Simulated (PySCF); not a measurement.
**Solvent effects on NMR parameters**

Atoms are numbered as in `[CH2:1]=[CH:2][C:3]#[C:4][CH:5]1[CH2:6][CH2:7][CH2:8]1`. Each H is labelled by its parent atom. Ha(C1) is cis to C3; Ha(C6), Ha(C7), Ha(C8) are cis to C4 on the ring; Hb(C1) is trans to C3; Hb(C6), Hb(C7), Hb(C8) are trans to C4 on the ring.

GIAO PBE0/pcSseg-1 in PySCF 2.14.0 with density-fitted response routines on one PBE0-D3(BJ)/def2-SVP conformer, non-relativistic, equivalent nuclei averaged. Solvents enter as an IEF-PCM continuum (benzene with ε = 2.3, tetrahydrofuran with ε = 7.4) around the gas-phase geometry. Shifts are referred to TMS computed in the same medium.

In benzene, δ in ppm: C1 136.0, C2 126.6, C4 105.6, C3 86.0, C6/C8 32.8, C5 27.3, C7 20.6, H(C2) 6.01, Ha(C1) 5.89, Hb(C1) 5.76, H(C5) 3.11, Hb(C6)/Hb(C8) 2.14, Ha(C6)/Ha(C8) 2.05, Hb(C7) 1.85. Dipole moment 0.80 D.

Problem. How does each δ change in the more polar medium?

Solution. 
```tsv
atoms	environment	Δδ, tetrahydrofuran
C1	terminal =CH2 carbon	+1.5
C2	alkene CH	0.0
C4	alkyne carbon	+0.8
C3	alkyne carbon	-0.1
C6/C8	sp3 CH2 in a ring	+0.3
C5	propargylic sp3 CH	-0.1
C7	sp3 CH2 in a ring	+0.2
H(C2)	hydrogen on an alkene CH	+0.07
Ha(C1)	hydrogen on a terminal =CH2 carbon	+0.08
Hb(C1)	hydrogen on a terminal =CH2 carbon	+0.12
H(C5)	hydrogen on a propargylic sp3 CH	+0.07
Hb(C6)/Hb(C8)	hydrogen on an sp3 CH2 in a ring	+0.03
Ha(C6)/Ha(C8)	hydrogen on an sp3 CH2 in a ring	0.00
Hb(C7)	hydrogen on an sp3 CH2 in a ring	+0.05
```

Changes are relative to benzene. The dipole moment becomes 0.87 D in tetrahydrofuran.

Problem. Which nuclei move most (in ppm), and what does the model miss?

Solution. C1 (terminal =CH2 carbon, +1.5 ppm) in tetrahydrofuran. A continuum only polarises the solute; specific hydrogen bonds, the anisotropy of aromatic solvents and changes of geometry or conformer are outside it.
